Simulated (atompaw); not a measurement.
**Ta (Z = 73): PAW (atompaw) pseudisation with PBE, scalar-relativistic reference atom.**

tantalum (Ta), PAW, made with atompaw 4.2.0.5 (PBE, scalar-relativistic). Core [Xe] 4f14, reference 5d3 6s2 6p0. Waves: 6s (bound): rc 2.90 bohr; 6s channel at 0.75 Ry: rc 2.90 bohr; 6p (bound, empty): rc 3.00 bohr; 6p channel at 2.45 Ry: rc 3.00 bohr; 5d (bound): rc 3.00 bohr; 5d channel at 0.1 Ry: rc 2.80 bohr. Local part: bessel scheme, radius 2.55 bohr. Core correction: smooth core density matched at 2.85 bohr. Augmentation charge: sinc compensation charge, radius 2.50 bohr; PAW radius 3.00 bohr; waves and projectors: custom rrkj gramschmidtortho.

Poles of the logarithmic derivatives, all-electron (AE) and pseudo (PS). s: poles at 1.2 (AE) and 1.2, 4.1 (PS) Ry. p: poles at 2.5 (AE) and 2.5, 4.9 (PS) Ry. d: poles at 0.1, 4.8 (AE) and 0.1 (PS) Ry. Test radius 3.02 bohr.

* Cutoffs needed: 10 Ry and 12 Ry (the cutoffs (Ry, on a coarse ladder) from which the occupation-weighted sum of valence levels, in a spherical-Bessel basis at the reference potential, stays within 10 and 1 mRy of its value at 400 Ry)
* Ghost test: no extra level below or beside the all-electron valence levels (s, p, d, f tested) (spherical-Bessel basis up to 400 Ry, 20 bohr box)
* Lowest eigenvalue of the overlap operator: 0.42 (s channel)
* Overlap eigenvalues printed by atompaw (projector basis): 0.000863, 0.00253, 0.0421, 1.31, 4.68, 10.2
* Share of each valence orbital outside the PAW sphere: 6s 54 %, 6p 86 %, 5d 20 %
